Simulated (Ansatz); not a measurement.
Mulliken charges of `BCBF` from B3LYP/def2-TZVPP in Ansatz (PBE0-D4/def2-TZVP geometry).

```tsv
atom	x (Å)	y (Å)	z (Å)	charge (e)
B1	-0.656	1.128	0.064	-0.115
C2	0.111	-0.104	0.608	-0.153
B3	0.541	-1.012	-0.583	0.211
F4	-0.020	-2.202	-0.742	-0.234
H5	-0.094	1.922	-0.634	0.043
H6	-1.815	1.294	0.306	0.044
H7	1.074	0.283	0.979	0.103
H8	-0.418	-0.665	1.379	0.101
H9	1.365	-0.691	-1.393	0.001
```

**Question.** By hand: the dipole of these point charges (1 e Å = 4.8032 D).

**Answer.** Σ q r = (0.163, 0.289, 0.175) e Å, of length 0.375 e Å = 1.80 D.

**Question.** How does the dipole of the full density compare? (Best estimate.)

**Answer.** Computed: (0.126, 0.126, 0.166) e Å, 1.17 D; the point charges give 1.54 times that, at 20° from its direction.

Point charges leave out the atoms' own dipoles, such as those of lone pairs, and Mulliken's split depends on the basis, so the two needn't agree.

B3LYP here is the variant with VWN-RPA as its local correlation; programs differ in this.
